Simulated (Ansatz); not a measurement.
**Cost against result**

Saddle point of ZnAsH5O2, singlet (ZnH₂O₂ ([OH][Zn][OH]) + AsH₃ → ZnAsH₃O ([OH][Zn][AsH2]) + H₂O (still joined by a long Zn–O bond); bonds formed: O2–H4; dative contacts that become bonds: Zn1–As5; bonds broken: H4–As5; bonds weakened to dative contacts: Zn1–O2), PBE0-D4/def2-TZVP structure:

Zn1  (-0.405, -0.830, -0.289)
O2  (0.601, -0.404, 1.309)
O3  (-1.222, -2.206, -1.111)
H4  (0.764, 0.899, 0.915)
As5  (0.128, 1.588, -0.484)
H6  (0.998, -0.938, 2.000)
H7  (-1.175, -3.029, -0.621)
H8  (-0.818, 2.735, -0.294)
H9  (1.130, 2.184, -1.425)
(Å)

Barriers are electronic and count from the start structure reached by relaxing down the imaginary mode.

Computed with Ansatz 0.2.0 (basis: as named in each row); correlated methods freeze the cores. The 3s and 3p shells of Cu and Zn are frozen; filled d shells are correlated. The def2 sets are not built for correlating such inner shells, so the correlated values are less sure here. B3LYP uses VWN-RPA correlation. Extrapolation: Hartree–Fock as exp(−7.88 √X), correlation as X^−2.97.

Times are rough, for one single point on 8 threads of a shared host (Intel Xeon).

The estimate by CCSD(T) at an estimated basis limit (MP2 extrapolated from triple and quadruple zeta, plus CCSD(T) − MP2 in triple zeta) is 0.964 eV.

```
      method       basis  time (s)  barrier (eV)  method less estimate
       SPW92    def2-SVP         1         0.291                -0.674
      PBE-D4    def2-SVP         2         0.565                -0.399
    B3LYP-D4       6-31G         2         0.653                -0.312
     PBE0-D4    def2-SVP         2         0.625                -0.339
          HF      STO-3G         3         2.459                 1.495
       SPW92  def2-TZVPP         3         0.538                -0.426
     BLYP-D4  def2-TZVPP         3         0.971                 0.007
      PBE-D4  def2-TZVPP         3         0.805                -0.159
    BHLYP-D4  def2-TZVPP         4         1.050                 0.086
    B3LYP-D4  def2-TZVPP         5         0.986                 0.022
   r2SCAN-D4  def2-TZVPP         5         0.866                -0.098
     PBE0-D4  def2-TZVPP         6         0.851                -0.114
CAM-B3LYP-D4  def2-TZVPP         6         0.986                 0.022
     wB97M-V    def2-SVP         6         0.710                -0.254
  RPA on PBE  def2-TZVPP         6         1.071                 0.107
  r2SCAN0-D4  def2-TZVPP         7         0.885                -0.080
      PBE-D4      STO-3G         8         1.230                 0.266
      B97M-V  def2-TZVPP         9         1.030                 0.066
      B2PLYP  def2-TZVPP         9         0.994                 0.030
    PBE-QIDH  def2-TZVPP         9         0.904                -0.060
     wB97X-V  def2-TZVPP        10         0.991                 0.026
     wB97M-V  def2-TZVPP        10         0.969                 0.005
     CCSD(T)    def2-SVP        12         0.861                -0.103
         MP2  def2-QZVPP        32         0.944                -0.021
     CCSD(T)  def2-TZVPP       190         1.006                 0.041
```

All methods are single points on the PBE0-D4 structures.

T1 diagnostic: at most 0.016.

Labels in which every atom is bracketed show which atoms are joined, not bond orders.
